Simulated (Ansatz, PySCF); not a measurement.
Gas-phase reaction (SMILES): Cl[Si](Cl)(Cl)Cl + F (HF) → F[Si](Cl)(Cl)Cl [trichloro(fluoro)silane] + Cl (HCl); hydrogen fluoride cleaves one Si-Cl bond, a model of a ligand-exchange step.

Structures are relaxed separately at B3LYP-D3(BJ)/def2-TZVP in Ansatz (an electronic-structure program). Correlated levels leave the core frozen unless marked. Spin-orbit coupling is left out. No relativistic terms. CBS marks a two-point X^-3 extrapolation of the correlation energy; Hartree-Fock from the larger set. [CCSD(T)-MP2]/basis is that difference in the basis named. Thermal terms are rigid-rotor harmonic-oscillator values from B3LYP-D3(BJ) frequencies (Ansatz or PySCF) at 298.15 K and 1 atm. 1 Eh = 627.5095 kcal/mol.

```csv
species,"E, RI-MP2/CBS(cc-pV(T+d)Z,cc-pV(Q+d)Z)+[CCSD(T)-MP2]/cc-pV(T+d)Z (Ansatz) (Eh)","E, B3LYP-D3(BJ)/def2-TZVPD (Ansatz + dftd3) (Eh)",H - E (Eh),G - E (Eh)
Cl[Si](Cl)(Cl)Cl,-2128.38492,-2130.66038,0.01467,-0.02308
F (HF),-100.39237,-100.49389,0.01259,-0.00713
F[Si](Cl)(Cl)Cl,-1768.41784,-1770.33523,0.01555,-0.02216
Cl (HCl),-460.37804,-460.83744,0.01000,-0.01120
```

Task: Work out ΔE and ΔH, ΔG, ΔS and the equilibrium constant at 298.15 K at the first level, then ΔH at the second.

Result: 
1. ΔE = [(-1768.41784) + (-460.37804)] - [(-2128.38492) + (-100.39237)] = -0.01859 Eh = -11.7 kcal/mol at RI-MP2/CBS(cc-pV(T+d)Z,cc-pV(Q+d)Z)+[CCSD(T)-MP2]/cc-pV(T+d)Z.
2. The terms H - E add up to -0.00171 Eh, so ΔH = (-0.01859 + (-0.00171))×627.5095 = -12.7 kcal/mol.
3. The terms G - E add up to -0.00315 Eh, so ΔG = -13.6 kcal/mol, and ΔS = (-0.00171 - (-0.00315))×627509.5/298.15 = 3.0 cal/(mol K).
4. log10 K = -ΔG/(RT ln 10) = 10.0, with RT ln 10 = 1.3642 kcal/mol.
5. At B3LYP-D3(BJ)/def2-TZVPD the same steps give ΔE = -11.5 and ΔH = -12.6 kcal/mol, a shift of +0.1 from the first level.
6. These values are not checked against measurement here, since the tables used lack a sound gas-phase enthalpy of formation for at least one species.
